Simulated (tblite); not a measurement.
C₇H₉FO (charge +1 and doublet state).
Geometry (GFN2-xTB, Å), atoms numbered from 1 in this order:
```
atom  x, y, z in Å
C1     2.420    0.333    0.199
O2     1.465   -0.092   -0.756
C3     0.223   -0.409   -0.423
C4    -0.235   -0.751    0.994
C5    -1.434    0.093    1.250
C6    -1.751    0.867    0.178
F7    -2.629    1.846    0.210
C8    -0.971    0.636   -1.008
C9    -0.718   -0.764   -1.503
H10    2.651   -0.462    0.914
H11    2.079    1.222    0.738
H12    3.316    0.573   -0.372
H13   -0.460   -1.818    1.084
H14    0.531   -0.527    1.743
H15   -1.928    0.130    2.207
H16   -0.785    1.461   -1.683
H17   -1.470   -1.510   -1.279
H18   -0.313   -0.822   -2.505
```

Level: GFN2-xTB in tblite, geometry and Hessian alike; calculated harmonic values, unscaled, isolated species. Errors from tens to a few hundred cm⁻¹ against measured bands are possible. One conformer, not necessarily the lowest. Open shells enter through the occupations alone, without spin polarisation, and single modes of such species can be off by tens of per cent.

Harmonic wavenumbers (cm⁻¹): 80.7, 133.9, 171.7, 206.3, 250.0, 275.7, 359.9, 396.8, 428.5, 492.0, 521.6, 536.2, 638.8, 749.4, 779.9, 848.0, 873.7, 900.5, 921.8, 1010.2, 1014.7, 1038.6, 1058.2, 1071.6, 1082.7, 1093.7, 1118.2, 1170.4, 1192.7, 1246.3, 1278.5, 1337.8, 1357.8, 1381.8, 1405.5, 1413.8, 1423.0, 1428.8, 1534.8, 2945.0, 2950.7, 2958.9, 2970.4, 3034.9, 3058.8, 3069.0, 3093.9, 3125.7.

A = 2988, B = 1185, C = 1105 MHz; mass 128.064 u (most abundant isotopes); point group C1, symmetry number 1; spin multiplicity 2.

What is the zero-point energy?

Half the sum of the wavenumbers: 30716 cm⁻¹ = 367.44 kJ/mol.

What is S at 350 K and 1 bar for an ideal gas of classical rigid rotors and harmonic oscillators?

Translation 172.71, rotation 122.49, vibration 111.21, spin (R ln 2) 5.76: S = 412.2 J/(mol K).

And Cp and H(350 K) − H(0)?

Cp = 171.91 J/(mol K), of which vibrations give 138.65 (their classical limit is 48 R = 399.1); H(350 K) − H(0) = 34.07 kJ/mol without the zero-point energy, 22.43 from vibrations.

How do the functions run with temperature in this model?

| T (K) | S (J/(mol K)) | Cp (J/(mol K)) | H − H(0) (kJ/mol) | G − H(0) (kJ/mol) | ln q(vib) |
| --- | --- | --- | --- | --- | --- |
| 150 | 308.4 | 86.2 | 8.37 | -37.89 | 1.57 |
| 250 | 362.1 | 128.1 | 19.06 | -71.47 | 3.53 |
| 298.15 | 386.5 | 149.3 | 25.73 | -89.49 | 4.54 |
| 400 | 436.5 | 192.5 | 43.18 | -131.41 | 6.78 |
| 600 | 527.7 | 257.4 | 88.63 | -228.01 | 11.35 |
| 900 | 644.4 | 316.5 | 175.53 | -404.41 | 18.07 |

q(vib) and H(0) count from the zero-point level.

Which modes carry the vibrational entropy at 350 K?

80.7 cm⁻¹: 17.53; 133.9 cm⁻¹: 13.38; 171.7 cm⁻¹: 11.38; 206.3 cm⁻¹: 9.93; 250.0 cm⁻¹: 8.44; 275.7 cm⁻¹: 7.70 J/(mol K); the other 42 give 42.85 together.

Blend soft modes into free rotors: weight 1/[1 + (100 cm⁻¹/ν̃)⁴] for the oscillator and the rest for a rotor with moment μB/(μ + B), μ = h/(8π²ν), B = 10⁻⁴⁴ kg m². What vibrational entropy results?

107.85 J/(mol K) in place of 111.21, which changes −T·S at 350 K by +1.18 kJ/mol.

Hindered rotation and anharmonicity are outside this model. Other conformers, if any are populated, would add a mixing term that is left out. The structure is chiral; the term R ln 2 for an equal mix with its mirror image is left out.
